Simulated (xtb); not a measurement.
xtb input:

```bash
xtb mol.xyz --gfn 2 --ohess tight --chrg -1 --uhf 0
```
mol.xyz:
```
15

Si    -0.56003873    -0.23119698    -0.60714808
C     -1.58986835     1.33634000    -1.04385735
C     -1.23892107    -1.12401023     0.94502823
N      1.02902082     0.35119851    -0.28349759
Si     2.41330517    -0.52870404     0.19956344
H     -2.65573544     1.02720495    -1.27535883
H     -1.21694938     1.91121133    -1.84592028
H     -1.67462750     1.97565978    -0.13392751
H     -2.26101139    -1.48585837     0.80210314
H     -0.64115655    -1.93002836     1.20233806
H     -1.28256663    -0.40019159     1.80352357
H      1.24767310     1.25891790    -0.61747174
H      2.97611692    -1.29051078    -0.92156337
H      3.44416004     0.44147791     0.63038854
H      2.10974326    -1.41986160     1.27943346
```

Which total energy does the run end on?

-15.92322 Eh (GFN2-xTB).

It need not be the lowest isomer of its formula. Whether it binds its extra electron was not tested at this geometry.
